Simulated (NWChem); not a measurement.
System: SiH$_{2}$F$_{2}$; SMILES F[SiH2]F

```xyz
5

Si     0.0000     0.0000     0.4328
F      1.3151     0.0000    -0.5245
F     -1.3151     0.0000    -0.5245
H      0.0000     1.2578     1.2382
H      0.0000    -1.2578     1.2382
```
Atoms are numbered in this order, from 1.

Computed with NWChem. Geometry optimised at PBE-D3(BJ)/def2-SVP; all other runs use it. Pople sets run with spherical d functions.

| quantity | level | value |
|---|---|---|
| −ε(HOMO) (eV) | r2SCAN/def2-TZVP | ? |
| vertical, lowest state with f > 0.02, singlet (eV) | CAM-B3LYP/def2-SVP, TDA | 9.53 |
| isotropic polarisability (bohr³) at 1065 nm | PBE0/6-31+G* | 23.0 |
| cavity-dispersion-structure term (kcal/mol) in N,N-dimethylformamide | M06-2X/def2-SVP, SMD | ? |
| charge (e), Mulliken Si1 | Hartree-Fock/6-31G* | 1.39 |
| dipole (D) | PBE-D3(BJ)/def2-SVP | 1.46 |
| highest harmonic frequency (cm⁻¹) | PBE-D3(BJ)/def2-SVP | ? |

Problem. Fill in the missing entries.

Solution. 
- −ε(HOMO) (eV), value: 8.84
- cavity-dispersion-structure term (kcal/mol) in N,N-dimethylformamide, value: 0.8
- highest harmonic frequency (cm⁻¹), value: 2234
